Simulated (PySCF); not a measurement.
# From computed data to an observable: chemical shift, span and skew from a shielding tensor

SiHCl, SMILES [SiH]Cl (connectivity only; charge and spin as stated), neutral, multiplicity 1. Atoms are numbered in the order given.

```xyz
3

Si     0.1114     1.1050     0.0000
H     -1.4186     1.3137     0.0000
Cl    -0.0083    -0.9873     0.0000
```

Geometry: PBE-D3(BJ)/def2-TZVP. The isomer is the one that the SMILES or the coordinates give; other isomers of the formula were not compared.

GIAO shieldings from PySCF with PBE/pcSseg-2, non-relativistic, no solvent. The symmetric part of the tensor of Si1 has the principal values -1199.4, 107.6, 267.8 ppm. The same nucleus in TMS has σ = 324.1 ppm at this level (PySCF, at its B3LYP-D3(BJ)/def2-TZVP geometry). Without spin–orbit terms, shifts of atoms bonded to Cl or Br come out too high.

Task: Work out the isotropic shielding, the ²⁹Si shift against TMS, the span and the skew.

Result: 
σ(iso) = (σ11 + σ22 + σ33)/3 = -274.7 ppm. δ = σ(ref) − σ(iso) = 324.1 − (-274.7) = 598.8 ppm.
Span Ω = σ33 − σ11 = 1467.2 ppm. Skew κ = 3(σ(iso) − σ22)/Ω = -0.78. Tumbling in solution averages the tensor to δ; in a static solid the shielding alone would spread this spin-1/2 line over Ω.
